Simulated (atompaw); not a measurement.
Ce: PAW (atompaw) pseudisation with PBEsol, scalar-relativistic reference atom.

atompaw 4.2.0.5 input, output lines left out:

```
Ce 58
GGA-PBESOL scalarrelativistic loggrid 2001 logderivrange -5 5 251
6 6 5 4 0 0
6 1 0
5 2 1
4 3 1
0 0 0
c
c
c
c
v
v
c
c
c
v
v
c
c
v
v
3
3.00 2.95 2.20 2.20
n
n
y
0.15
n
y
3.15
n
custom polynom vanderbiltortho besselshape
4 0.5 troulliermartins
2.20
3.00
2.95
3.00
3.00
3.00
1.40
1.40
```

Q: Does the generator finish with these settings?

A: Yes, a potential is produced.

Q: Estimate the cutoffs (Ry, on a coarse ladder) from which the occupation-weighted sum of valence levels, in a spherical-Bessel basis at the reference potential, stays within 10 and 1 mRy of its value at 400 Ry.

A: 60 Ry and 100 Ry.

Q: Does the potential have ghost states?

A: No extra level below or beside the all-electron valence levels (s, p, d, f tested). The logarithmic derivative shows an extra or strongly shifted pseudo pole above the reference energy (s near 1.45 Ry).

Q: Is the overlap operator S = 1 + Σ q|β⟩⟨β| positive definite (Bessel basis up to 400 Ry)?

A: Yes: its lowest eigenvalue is 0.58 (s channel).

Q: Which valence shell sets the plane-wave cutoff?

A: 4f: its level needs 100 Ry to come within 1 mRy, against 10 Ry for 5s.
